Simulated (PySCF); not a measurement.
Geometry:
```tsv
atom	x (Å)	y (Å)	z (Å)
C1	-1.726	-1.489	-0.462
C2	-1.279	-0.026	-0.355
C3	-2.223	0.693	0.613
C4	-1.382	0.631	-1.734
C5	0.168	0.047	0.201
C6	1.257	-0.577	-0.693
C7	2.631	-0.600	-0.010
Si8	3.053	1.169	0.567
Si9	0.801	1.777	0.754
H10	-1.667	-1.993	0.516
H11	-2.771	-1.550	-0.807
H12	-1.112	-2.058	-1.174
H13	-3.270	0.594	0.284
H14	-2.148	0.272	1.629
H15	-1.999	1.770	0.677
H16	-0.778	0.099	-2.485
H17	-1.047	1.679	-1.710
H18	-2.426	0.622	-2.085
H19	0.169	-0.526	1.151
H20	0.969	-1.602	-0.981
H21	1.332	-0.010	-1.638
H22	2.599	-1.255	0.878
H23	3.404	-1.011	-0.678
H24	3.789	1.926	-0.494
H25	3.871	1.198	1.819
H26	0.336	2.146	2.127
H27	0.404	2.877	-0.181
```

Geometry: PBE0-D3(BJ)/def2-SVP; GIAO absolute shieldings from PySCF 2.14, gas phase, non-relativistic, averaged over equivalent atoms.

At PBE0/pcSseg-1 (257 basis functions, 56 s wall time on 1 thread of an Arm Neoverse V2, shared host):
```csv
atoms,σ (ppm)
C5,139.8
C2,152.1
C1/C3/C4,153.2
C6,155.3
C7,172.9
Si8,415.8
Si9,423.8
H25,27.36
H27,27.43
H24,27.47
H26,27.50
H20,29.13
H23,29.86
H10/H11/H12/H13/H14/H15/H16/H17/H18,30.23
H21,30.28
H19,30.71
H22,30.75
```

Q: What do these become at CAM-B3LYP/pcSseg-1?

A: 
```tsv
atoms	σ at CAM-B3LYP/pcSseg-1	change
C5	138.2	-1.6
C2	150.4	-1.7
C1/C3/C4	151.1	-2.1
C6	153.9	-1.4
C7	171.7	-1.2
Si8	407.5	-8.3
Si9	413.3	-10.5
H25	27.53	+0.17
H27	27.59	+0.16
H24	27.64	+0.17
H26	27.66	+0.16
H20	29.24	+0.11
H23	30.03	+0.17
H10/H11/H12/H13/H14/H15/H16/H17/H18	30.31	+0.08
H21	30.39	+0.11
H19	30.92	+0.21
H22	30.91	+0.16
```

The largest change is at Si9 (silicon bonded to C, Si, 2 H, in a 5-membered ring). Cost: 257 basis functions, 81 s wall time on 1 thread of an Arm Neoverse V2, shared host. The order of the carbon signals is the same at both levels.

The carbons averaged at δ 31.2 differ by 12 ppm in this conformer.
